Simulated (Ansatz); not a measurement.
The cluster Ge₂Te. Charge 0, multiplicity 5. Geometry PBE0-D4/def2-TZVP; atoms count from 1.

Cartesian coordinates in Å:
```
Ge 0.746 1.190 0.760
Ge -0.376 0.175 -1.543
Te -0.370 -1.365 0.782
```

In the def2 sets Te takes a core potential; there is no spin–orbit coupling. At PBE0-D4/def2-TZVP a singlet of charge 0 lies 2.97 eV below the quintet, each at its own geometry. The structure comes from a short search, and lower isomers may exist.

Question: Estimate the Mulliken populations from the PBE0/def2-TZVP orbitals of Ansatz.

Answer: 
| atom | charge (e) | spin (α − β) |
| --- | --- | --- |
| Ge1 | 0.00 | 1.50 |
| Ge2 | 0.00 | 1.50 |
| Te3 | -0.01 | 0.99 |
Mulliken values and Mayer orders depend strongly on the basis.

Question: Where does the spin sit?

Answer: Summed by element: Ge 3.01, Te 0.99, of 4 unpaired in all. Largest on single atoms: Ge1 1.50, Ge2 1.50, Te3 0.99.

Question: And the Mayer bond orders between bonded heavy atoms (over 0.3)?

Answer: Ge1–Ge2 0.63 (2.76 Å); Ge1–Te3 0.79 (2.79 Å); Ge2–Te3 0.79 (2.79 Å).
